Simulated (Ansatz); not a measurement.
Program: Ansatz. Geometries: PBE0-D4/def2-TZVP. ΔE: electronic, gas phase. CCSD(T)/CBS is the MP2 limit (def2-TZVPP, def2-QZVPP) plus CCSD(T) − MP2 in def2-TZVPP, frozen cores. This one scheme is used for every species. DFT in def2-TZVPP. B3LYP here is the variant with VWN-RPA as its local correlation; programs differ in this. HSE06 is defined as in plane-wave codes. Each species was taken in one conformer, which may not be the lowest.

Consider the ligand exchange at the Si–S bond: `OC[SiH2]S` + HCl → `OC[SiH2]Cl` + H₂S.

```csv
level,ΔE (kcal/mol),difference from CCSD(T)/CBS
LDA (SPW92),-8.6,0.5
PBE-D4,-8.7,0.4
revPBE-D4,-8.5,0.6
BLYP-D4,-9.5,-0.4
r2SCAN-D4,-9.5,-0.4
B97M-V,-9.8,-0.7
PBE0-D4,-8.7,0.4
B3LYP-D4,-9.6,-0.5
r2SCANh-D4,-9.4,-0.3
r2SCAN0-D4,-9.4,-0.3
ωB97X-V,-9.5,-0.4
ωB97M-V,-9.7,-0.6
PBE-QIDH,-9.0,0.1
PBE,-9.1,0.0
revPBE,-9.2,-0.1
BLYP,-10.3,-1.2
r2SCAN,-9.6,-0.5
PBE0,-9.1,0.0
B3LYP,-10.2,-1.1
r2SCANh,-9.6,-0.5
HSE06,-9.1,0.0
BHLYP,-10.4,-1.3
CAM-B3LYP,-10.1,-1.0
LC-ωPBE,-9.0,0.1
RPA@PBE/def2-TZVPP,-8.9,0.2
HF/def2-SVP,-10.8,-1.7
MP2/def2-SVP,-8.9,0.2
CCSD/def2-SVP,-9.2,-0.1
CCSD(T)/def2-SVP,-9.1,0.0
HF/def2-TZVPP,-11.0,-1.9
MP2/def2-TZVPP,-8.8,0.3
SCS-MP2/def2-TZVPP,-9.3,-0.2
CCSD/def2-TZVPP,-9.1,0.0
CCSD(T)/def2-TZVPP,-8.8,0.3
HF/def2-QZVPP,-11.1,-2.0
MP2/def2-QZVPP,-9.1,0.0
SCS-MP2/def2-QZVPP,-9.5,-0.4
HF/CBS(def2),-11.2,-2.1
MP2/CBS(def2),-9.1,0.0
CCSD/CBS(def2),-9.4,-0.3
CCSD(T)/CBS,-9.1,0
```

Largest T1 diagnostic among the species: 0.011.

Leaving LDA and LC-ωPBE aside and taking each functional with its dispersion term where it has one, the values, not all of them listed here, spread over 1.3 kcal/mol, from BHLYP-D4 to revPBE-D4. In def2-TZVPP, CCSD(T) changes the Hartree–Fock value by +2.2 kcal/mol (the triples alone add +0.3 kcal/mol) and MP2 by +2.2 kcal/mol.
